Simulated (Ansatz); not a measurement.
Hg2O. The state is a triplet with charge 0. Geometry PBE-D4/def2-TZVP; atoms count from 1.

Cartesian coordinates in Å:
```
Hg -0.466 -1.677 -0.478
Hg 0.651 1.189 1.192
O -0.185 0.488 -0.714
```

In the def2 sets Hg takes a core potential; there is no spin–orbit coupling. The structure comes from a short search, and lower isomers may exist.

(1) Estimate the Mulliken populations from the PBE0/def2-TZVP orbitals of Ansatz.

(2) Where does the spin sit?

(3) And the Mayer bond orders between bonded heavy atoms (over 0.3)?

Results:

(1) 
```
atom  charge (e)  spin (α − β)  d electrons
 Hg1        0.26          0.44         9.95
 Hg2        0.26          0.44         9.95
  O3       -0.53          1.12            –
```
Mulliken values and Mayer orders depend strongly on the basis.

(2) Summed by element: Hg 0.88, O 1.12, of 2 unpaired in all. Largest on single atoms: O3 1.12, Hg1 0.44, Hg2 0.44.

(3) Hg1–O3 0.61 (2.20 Å); Hg2–O3 0.61 (2.20 Å).
